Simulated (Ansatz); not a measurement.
Total energies of Cd6H18Se6 from Ansatz at PBE0-D4/def2-TZVP, gas phase (1 Eh = 27.2114 eV = 2625.5 kJ/mol). The reference geometry is relaxed at r2SCAN-D4/def2-SVP.

```xyz
30

Se   -2.091    1.335    2.725
Cd    0.002    2.813    1.928
Cd    2.062   -1.869    1.981
Se    2.078    0.651    1.055
Se   -1.179    3.470   -0.391
Cd    3.062    0.475   -1.437
Cd   -2.936   -0.893    1.489
Se   -0.260   -2.300    0.706
Se   -3.582    0.438   -0.750
Cd   -1.820    1.717   -2.320
Cd    0.425   -2.852   -1.831
Se    0.627   -0.222   -2.328
H     0.356   -0.736    3.834
H    -1.561    0.767    3.973
H     1.172    3.637    2.835
H     0.797   -1.141    4.305
H     3.116   -2.810    2.884
H     3.286    1.137    1.741
H    -0.091    4.208   -1.048
H     1.947    2.994   -1.606
H     2.621    3.136   -1.932
H     4.582    0.627   -2.128
H    -3.559   -2.332    2.128
H    -0.524   -3.670    1.173
H    -3.964   -0.678   -1.626
H    -2.250   -2.301   -2.232
H    -1.763    1.872   -4.005
H     0.715   -4.253   -2.705
H    -2.191   -2.935   -2.650
H     0.923   -0.286   -3.768
```

| state | geometry | energy (Eh) |
| --- | --- | --- |
| charge 0 singlet | reference | -15425.15816 |
| charge 1 doublet | reference | -15424.85590 |
| charge -1 doublet | reference | -15425.19097 |
| charge -1 doublet | relaxed at r2SCAN-D4/def2-SVP | -15425.24103 |
| free Se atom (triplet) | – | -2401.20505 |
| free Cd atom (singlet) | – | -167.77479 |
| free H atom (doublet) | – | -0.50104 |

In the def2 sets Cd takes a core potential; there is no spin–orbit coupling. Single mean-field runs in def2-TZVP are fitted with def2-universal-jkfit.

Work out the vertical ionisation energy to the doublet.

E(charge 1 doublet) − E(charge 0 singlet) = -15424.85590 − (-15425.15816) = 0.30226 Eh = 8.22 eV. For comparison, −ε of the highest occupied level is 7.00 eV at this level, 1.22 eV less.

Work out the vertical electron affinity, to the doublet.

E(charge 0 singlet) − E(charge -1 doublet) = -15425.15816 − (-15425.19097) = 0.03281 Eh = 0.89 eV. The basis lacks diffuse functions, which makes affinities too small.

Give the fundamental gap IE − EA, the Mulliken electronegativity (IE + EA)/2 and the hardness (IE − EA)/2.

From the values in Eh: IE − EA = 0.30226 − 0.03281 = 0.26945 Eh = 7.33 eV; (IE + EA)/2 = 4.56 eV; (IE − EA)/2 = 3.67 eV. The HOMO–LUMO gap of the same run is 5.16 eV, 2.17 eV smaller than the fundamental gap.

How much does the charge -1 doublet relax, and what is the adiabatic electron affinity?

Relaxation: -15425.19097 − (-15425.24103) = 0.05006 Eh = 1.36 eV. Adiabatic electron affinity: 0.08287 Eh = 2.26 eV, without zero-point energy. In the charge -1 doublet, H13 and H16 lie 0.76 Å apart, H26 and H29 lie 0.76 Å apart, H20 and H21 lie 0.76 Å apart (atoms count from 1), so H2 has formed as a molecule.

What is the binding energy per atom against free atoms?

Atoms: 6 × (-2401.20505) + 6 × (-167.77479) + 18 × (-0.50104) = -15422.89776 Eh. Binding: -15422.89776 − (-15425.15816) = 2.26040 Eh = 61.51 eV, or 2.05 eV for each of 30 atoms (no zero-point energy, no counterpoise term).

At PBE0-D4/def2-TZVP the highest occupied level of the charge -1 doublet lies above zero (up to 0.23 eV). By energy differences its removal costs 0.89 eV (vertical, to the charge 0 singlet, at PBE0-D4/def2-TZVP); self-interaction error and the lack of diffuse functions both raise the level.
